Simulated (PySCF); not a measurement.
CH₃Cl₂NSi₂, SMILES Cl[Si]1(Cl)N=C[SiH2]1. Atoms are numbered in the order given.

```xyz
9

Cl     1.4287     0.1223     1.6833
Si     0.2294    -0.0191     0.0000
Cl     1.4287     0.1223    -1.6833
N     -0.7309    -1.5562     0.0000
C     -1.9394    -1.0771     0.0000
Si    -1.9424     0.8705     0.0000
H     -2.8082    -1.7783     0.0000
H     -2.5165     1.5288    -1.2279
H     -2.5165     1.5288     1.2279
```
Charge 0, spin multiplicity 1.

Coordinates come from a PBE-D3(BJ)/def2-SVP optimisation. The structure was generated by enumeration, and PubChem lists no compound with its InChIKey, so it may never have been made.

Method: PBE-D3(BJ)/def2-SVP (PySCF 2.14.0).

Frequencies are harmonic and unscaled.

Computed normal modes with their intensities:
```tsv
mode	ν (cm⁻¹)	IR (km/mol)	moving atoms (share of kinetic energy)
1	78	0.1	Cl 42 %, C 23 %, Si 22 %, H 12 %
2	110	0.0	Cl 27 %, H 26 %, Si 23 %, C 16 %, N 9 %
3	154	3.8	Cl 71 %, Si 21 %
4	191	2.7	Si 49 %, Cl 26 %, N 18 %
5	259	15.2	N 49 %, H 35 %, Cl 11 %
6	335	1.9	Cl 57 %, Si 21 %, N 11 %, C 8 %
7	440	10.1	H 56 %, Cl 15 %, Si 13 %, N 12 %
8	444	6.0	Si 65 %, N 14 %, C 13 %, H 8 %
9	523	111.1	Si 34 %, H 25 %, C 15 %, Cl 15 %, N 10 %
10	560	1.8	H 90 %
11	602	125.0	Si 66 %, Cl 26 %
12	626	61.5	Si 40 %, H 34 %, C 17 %
13	724	23.0	N 42 %, Si 22 %, H 19 %, C 15 %
14	732	133.6	H 32 %, Si 31 %, C 19 %, N 17 %
15	864	38.4	H 71 %, C 27 %
16	894	68.5	H 91 %
17	1238	13.3	H 81 %, C 12 %
18	1529	34.9	C 52 %, N 46 %
19	2137	87.5	H 98 %
20	2159	72.1	H 96 %
21	2954	41.1	H 92 %, C 8 %
```
